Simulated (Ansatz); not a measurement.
Z-matrix (Å, degrees):
```
Si
C 1 1.6983
H 2 1.0838 1 121.73
H 2 1.0841 3 115.58 1 179.97
H 1 1.4817 2 120.66 3 -0.03
C 1 1.8593 5 114.47 2 179.95
H 6 1.0912 1 110.11 5 179.79
H 6 1.0927 7 108.60 1 121.67
H 6 1.0928 7 108.59 8 116.71
```
Charge 0, spin multiplicity 1.

Level of theory: frozen-core CCSD(T)/def2-TZVPP // PBE0-D3(BJ)/def2-TZVP (Ansatz, a first-principles code). The restricted HF reference is unstable towards unrestricted orbitals.

The HF energy is -368.15038 Ha and the MP2 correlation energy is -0.47046 Ha.

Task: Estimate the CCSD correlation energy, the (T) correction, the total energy and the T1 diagnostic.

Result: 
| Property | Result |
|---|---|
| CCSD correlation energy | -0.50941 Ha |
| (T) correction | -0.02184 Ha |
| CCSD(T) total energy | -368.68163 Ha |
| T1 diagnostic | 0.013 |
